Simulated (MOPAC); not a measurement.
A run for MOPAC: AM1 on H4MgSi (SMILES [MgH][SiH3]), a point of a bond scan (R = 3.914 Å).

```
AM1 1SCF PRECISE CHARGE=0 THREADS=1
H4MgSi

Mg    -1.27392741 1    -0.69923846 1    -0.17849356 1
H     -4.67956471 1    -2.56853853 1    -0.65566697 1
Si     0.97176783 1     0.53338788 1     0.13615713 1
H      1.61305573 1     0.24973858 1     1.45235735 1
H      0.83766034 1     2.01691253 1     0.06363188 1
H      1.98630247 1     0.16875768 1    -0.89430607 1
```

Program output:

```
*******************************************************************************
 **                                                                           **
 **                              MOPAC v23.2.5                                **
 **                                                                           **
 *******************************************************************************
 ** MOPAC's Digital Object Identifier: https://doi.org/10.5281/zenodo.6511958 **
 **                                                                           **
 ** Please cite the open-source release paper for use of this MOPAC version:  **
 ** J. E. Moussa and J. J. P. Stewart (2026)                                  **
 ** MOPAC: An open-source semiempirical molecular orbital program             **
 ** J. Open Source Softw., 11(119), 8025, https://doi.org/10.21105/joss.08025 **
 *******************************************************************************

                              AM1 CALCULATION RESULTS

 *******************************************************************************
 *  AM1        - The AM1 Hamiltonian to be used
 *
 *
 *
 *                 CHARGE ON SYSTEM = 0
 *
 *
 *
 *  PRECISE    - TIGHTER CRITERIA TO BE USED
 *  1SCF       - DO 1 SCF AND THEN STOP
 *  THREADS=1  - MULTI-THREADING NOT USED
 *  T=         - A TIME OF 172800.0 SECONDS REQUESTED
 *  DUMP=N     - RESTART FILE WRITTEN EVERY 7200.0 SECONDS REQUESTED
 *******************************************************************************
AM1 1SCF PRECISE CHARGE=0 THREADS=1
 H4MgSi

   ATOM   CHEMICAL          X               Y               Z
  NUMBER   SYMBOL      (ANGSTROMS)     (ANGSTROMS)     (ANGSTROMS)

     1      Mg         -1.27392741  *  -0.69923846  *  -0.17849356  *
     2       H         -4.67956471  *  -2.56853853  *  -0.65566697  *
     3      Si          0.97176783  *   0.53338788  *   0.13615713  *
     4       H          1.61305573  *   0.24973858  *   1.45235735  *
     5       H          0.83766034  *   2.01691253  *   0.06363188  *
     6       H          1.98630247  *   0.16875768  *  -0.89430607  *



          CARTESIAN COORDINATES

    NO.       ATOM           X           Y           Z

     1        Mg         -1.2739     -0.6992     -0.1785
     2         H         -4.6796     -2.5685     -0.6557
     3        Si          0.9718      0.5334      0.1362
     4         H          1.6131      0.2497      1.4524
     5         H          0.8377      2.0169      0.0636
     6         H          1.9863      0.1688     -0.8943

  H: (AM1): M.J.S. DEWAR ET AL, J. AM. CHEM. SOC. 107 3902-3909 (1985)
 Mg: (AM1): J. J. P. STEWART, J. MOL. MOD., 10, 155-164 (2004)
 Si: (AM1): M.J.S.DEWAR, C. JIE, ORGANOMETALLICS, 6, 1486-1490 (1987).

           Empirical Formula: H4 Mg Si  =     6 atoms



      MOLECULAR POINT GROUP   :   C3v


      RHF CALCULATION, NO. OF DOUBLY OCCUPIED LEVELS = 5


 -------------------------------------------------------------------------------
 AM1 1SCF PRECISE CHARGE=0 THREADS=1
 H4MgSi



     1SCF WAS SPECIFIED, SO BFGS WAS NOT USED
     SCF FIELD WAS ACHIEVED


                              AM1 CALCULATION
                                                       MOPAC v23.2.5 Linux




          FINAL HEAT OF FORMATION =        146.00950 KCAL/MOL =     610.90375 KJ/MOL


          COSMO AREA              =        123.85 SQUARE ANGSTROMS
          COSMO VOLUME            =        101.13 CUBIC ANGSTROMS

          IONIZATION POTENTIAL    =          6.886785 EV
          HOMO LUMO ENERGIES (EV) =         -6.887 -2.595
          NO. OF FILLED LEVELS    =          5
          MOLECULAR WEIGHT        =         56.4221         POINT GROUP:  C3v

          MOLECULAR DIMENSIONS (Angstroms)

            Atom       Atom       Distance
            H     5    H     2     7.20996
            H     4    H     6     2.37754
            H     2    H     6     2.02135


          SCF CALCULATIONS        =          1





   ATOM   CHEMICAL          X               Y               Z
  NUMBER   SYMBOL      (ANGSTROMS)     (ANGSTROMS)     (ANGSTROMS)

     1      Mg         -1.27392741  *  -0.69923846  *  -0.17849356  *
     2       H         -4.67956471  *  -2.56853853  *  -0.65566697  *
     3      Si          0.97176783  *   0.53338788  *   0.13615713  *
     4       H          1.61305573  *   0.24973858  *   1.45235735  *
     5       H          0.83766034  *   2.01691253  *   0.06363188  *
     6       H          1.98630247  *   0.16875768  *  -0.89430607  *

                             CARTESIAN COORDINATES

   1   Mg       -1.273927410    -0.699238460    -0.178493560
   2    H       -4.679564710    -2.568538530    -0.655666970
   3   Si        0.971767830     0.533387880     0.136157130
   4    H        1.613055730     0.249738580     1.452357350
   5    H        0.837660340     2.016912530     0.063631880
   6    H        1.986302470     0.168757680    -0.894306070


           Empirical Formula: H4 Mg Si  =     6 atoms



      MOLECULAR POINT GROUP   :   C3v


                  EIGENVALUES
 -14.93008 -11.69187 -11.69187  -9.62732  -6.88679  -2.59535   1.43980   1.43980
   2.19255   2.43115   2.43115   2.84564


              NET ATOMIC CHARGES AND DIPOLE CONTRIBUTIONS

  ATOM NO.   TYPE          CHARGE      No. of ELECS.   s-Pop       p-Pop
    1         Mg           0.324893        1.6751     1.20336     0.47175
    2          H          -0.106327        1.1063     1.10633
    3         Si           0.093055        3.9069     0.91576     2.99119
    4          H          -0.103874        1.1039     1.10387
    5          H          -0.103874        1.1039     1.10387
    6          H          -0.103874        1.1039     1.10387
 DIPOLE           X         Y         Z       TOTAL
 POINT-CHG.    -1.378    -0.756    -0.193     1.583
 HYBRID         0.344     0.189     0.048     0.395
 SUM           -1.034    -0.567    -0.145     1.188


          ATOMIC ORBITAL ELECTRON POPULATIONS

     Atom    s        px        py        pz
    1 Mg   1.20336   0.33873   0.11217   0.02085
    2  H   1.10633
    3 Si   0.91576   1.11964   0.96661   0.90493
    4  H   1.10387
    5  H   1.10387
    6  H   1.10387

 **********************
 *                    *
 * JOB ENDED NORMALLY *
 *                    *
 **********************




 == MOPAC DONE ==
```

The run finished.

Cost: around 0.020 core-seconds (rough).
